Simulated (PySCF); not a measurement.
# One molecule, several mistakes: AlBCFH2 cation

These are calculations, not measurements. They come from PySCF 2.14.0, an open-source quantum chemistry program, on an isolated molecule that a program drew, which may never have been made. The molecule is AlBCFH2 cation (charge +1, singlet), drawn as the SMILES string `FB=[CH][AlH+]`.

Each row is a Hartree-Fock (HF) and frozen-core CCSD(T) single point in the cc-pV(D+d)Z basis, meant for a local HF minimum. Run 1 is clean. Each other run has one planted mistake out of seven kinds, and not every kind appears here: one electron removed, one electron added, multiplicity raised by two, geometry at a saddle point, minimal basis STO-3G, one bond length entered in bohr, all coordinates scaled. The reference is restricted for singlets and unrestricted otherwise, and also for a bond in bohr. Adding or removing an electron swaps singlet and doublet. Electrons count all cores. HOMO and LUMO are orbital energies over both spins, the gradient is its largest component, and the lowest frequency (negative if imaginary) is given only where the gradient is small. Bond lengths are over the 5 bonds as drawn. T1 is the CCSD diagnostic: over 0.02 (restricted) or 0.045 (unrestricted) a single reference is doubtful.

Geometry of the clean run:
```xyz
6
AlBCFH2 cation, angstrom
F    -2.4330    1.2389    2.3133
B    -1.4103    1.1230    1.5959
C    -0.2649    0.9695    0.8015
Al    0.7944   -0.4988    0.5721
H     0.0243    1.8650    0.2448
H     1.7078   -1.7228    0.3584
```

```
run,electrons,basis functions,<S^2>,HOMO (eV),LUMO (eV),gradient (hartree/bohr),lowest frequency (cm^-1),mean bond (Å),longest bond (Å),T1,HF (hartree),CCSD(T) (hartree),mistake
1,34,75,0.000,-14.94,-4.12,1.2e-05,126,1.4235,1.825,0.0157,-404.83528,-405.30448,no fault
2,34,26,0.000,-12.29,1.31,4.0e-02,-,1.4235,1.825,0.0193,-399.83436,-400.02340,minimal basis STO-3G
3,34,75,0.000,-14.60,-4.23,4.6e-02,-,1.4861,1.905,0.0172,-404.82356,-405.29943,all coordinates scaled
4,35,75,0.776,-5.07,1.53,3.8e-02,-,1.4235,1.825,0.0195,-405.00359,-405.48709,?
5,33,75,0.756,-24.39,-12.42,1.0e-01,-,1.4235,1.825,0.0178,-404.33984,-404.76793,?
```

**Which mistake was planted in run 4, and what did it cost?**

It counts 35 electrons, one more than the clean run, at the same geometry and basis. So the mistake is: one electron added. Subtracting run 1 and multiplying by 627.51 kcal/mol a hartree, the energy moved by -105.6 kcal/mol in HF and -114.6 kcal/mol in CCSD(T).

**Which mistake was planted in run 5, and what did it cost?**

It counts 33 electrons, one fewer than the clean run, at the same geometry and basis. So the mistake is: one electron removed. Subtracting run 1 and multiplying by 627.51 kcal/mol a hartree, the energy moved by 310.9 kcal/mol in HF and 336.7 kcal/mol in CCSD(T).

